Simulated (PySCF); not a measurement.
C₃H₃BFNO, SMILES N#C[C@@H]1COB1F.

Geometry: B3LYP-D3(BJ)/def2-SVP. The structure was generated by enumeration; whether it is a known compound was not checked.

Two levels are set side by side: TDA-PBE/def2-SVPD (PySCF) and TDA-LC-ωPBE/def2-SVPD (PySCF). Vertical, same geometry. The lowest singlet is HOMO→LUMO 89 % with PBE and HOMO→LUMO+5 20 %, HOMO→LUMO+4 17 %, HOMO→LUMO 17 %, HOMO→LUMO+2 13 % with the other functional; states are paired by order. Differences are taken from unrounded values.

```csv
quantity,TDA-LC-ωPBE,TDA-PBE,TDA-PBE minus TDA-LC-ωPBE
lowest singlet excitation (eV),7.42,6.56,-0.86
lowest triplet excitation (TDA) (eV),6.11,5.92,-0.19
```

Functionals without exact exchange tend to place singlet excitations lower, as here. Differences between two approximate levels are no errors against the true value.

Rough cost on one machine, each run with all the roots and properties that it gave: TDA-LC-ωPBE against TDA-PBE about 4 times.
